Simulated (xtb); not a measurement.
FH6NSi2, SMILES N[SiH2][SiH2]F. All values are semi-empirical tight-binding results from xtb (GFN2-xTB unless named), good for trends rather than for accurate numbers. Geometry: GFN2-xTB. The structure was generated by enumeration, and PubChem lists no compound with its InChIKey, so it may never have been made. The values are those of a single conformer.

Optimised geometry:

Bonds (Å): Si1–F2 1.623, Si1–Si3 2.311, Si1–H5 1.464, Si1–H6 1.461, Si3–N4 1.728, Si3–H7 1.467, Si3–H8 1.468, N4–H9 1.007, N4–H10 1.008. Angles (°): F2–Si1–Si3 108.3, F2–Si1–H5 101.1, F2–Si1–H6 102.1, Si3–Si1–H5 117.7, Si3–Si1–H6 116.9, H5–Si1–H6 108.3, Si1–Si3–N4 116.6, Si1–Si3–H7 110.3, Si1–Si3–H8 112.4, N4–Si3–H7 103.7, N4–Si3–H8 103.2, H7–Si3–H8 110.1, Si3–N4–H9 119.0, Si3–N4–H10 118.5, H9–N4–H10 109.2.
Charge 0, spin multiplicity 1.

Problem. Estimate the properties. (The exact figures need the calculation; the answer reports its results.)

Solution. 
- orbital gap: 4.26 eV
- dipole moment: 1.36 D
- zero-point energy: 37.8 kcal/mol
- G − E(el) at 298.15 K (modified RRHO): 17.9 kcal/mol
- static polarisability (D4 model): 70.2 bohr³
- solvation energy, GFN2-xTB/ALPB(water): -2.8 kcal/mol
- solvation energy, GFN2-xTB/ALPB(methanol): -3.7 kcal/mol

Computed atomic charges and the Wiberg bond orders between heavy atoms:
charges (e) Si1 0.46, F2 -0.30, Si3 0.40, N4 -0.42, H5 -0.10, H6 -0.11, H7 -0.13, H8 -0.10, H9 0.15, H10 0.15. Bond orders Si1–F2 1.08, Si1–Si3 0.80, Si3–N4 1.16.
